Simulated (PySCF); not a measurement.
Gas-phase XPS of VSe(OH)3, computed

Species: VSe(OH)3 (singlet state).
Cartesian coordinates in Å at the PBE0-D3(BJ)/def2-SVP level; atoms count from 1:
```
atom  x, y, z in Å
V1     0.0057   -0.0030   -0.0470
Se2    0.0772    0.0210    2.0887
O3     1.5997    0.2548   -0.6897
H4     2.3881    0.3261   -0.1393
O5    -1.0437    1.2525   -0.6285
H6    -1.5035    1.8753   -0.0536
O7    -0.5911   -1.5388   -0.6025
H8    -0.7942   -2.2735   -0.0118
```

Theory: delta-SCF UKS SCAN, pcX-2 on the ionised atom (unc-x2c-TZVPall on a metal), pcseg-1 elsewhere, spin-free X2C in PySCF. Binding energies are ΔSCF values: E(core-ionised, relaxed orbitals) − E(ground state) at a fixed geometry, referred to the vacuum level.

Problem. List the computed XPS lines with their assignment.

Solution. 
```
 atom(s)               environment  level  binding energy (eV)  count
O3/O5/O7  oxygen bonded to V and H   O 1s               538.08      3
```

Problem. Express the binding energy of O 1s of O3/O5/O7 in atomic units and per mole.

Solution. 538.08 eV = 19.7741 Eh = 51917 kJ/mol.

Atoms equivalent by their bonding share one computed value, that of the first of them. Not every level is listed. No level of selenium or vanadium is listed. Geometry: PBE0-D3(BJ)/def2-SVP; no solvent, vibrations or thermal averaging. Metal 2p energies of this one-determinant scheme are less reliable than its 1s energies.
